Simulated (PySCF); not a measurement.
Computed shifts of a molecule C3H8O2Si, B3LYP/pcSseg-1 in PySCF, GIAO, gas phase, equivalent atoms averaged, in ppm (number of nuclei): ¹³C: 90.9 (1), 76.0 (1), 23.2 (1). ²⁹Si: 3.7 (1). ¹H: 5.18 (1), 4.58 (1), 4.39 (2), 2.41 (1), 1.62 (3). References: ¹³C against TMS (σ = 181.3 ppm); ¹⁷O against H2O (σ = 333.8 ppm); ²⁹Si against TMS (σ = 338.7 ppm); ¹H against TMS (σ = 31.68 ppm), references at their B3LYP-D3(BJ)/def2-TZVP geometries, non-relativistic. The structure is a stationary point at B3LYP-D3(BJ)/def2-SVP. One conformer was computed; it need not be the lowest.

Question: Which structure fits?
(A) O=C[SiH2]CCO
(B) C[SiH2]OC(C)=O
(C) C[C@H]1OC[Si@@H]1O
(D) O[C@H]1CO[SiH2]C1

Answer: C, C[C@H]1OC[Si@@H]1O
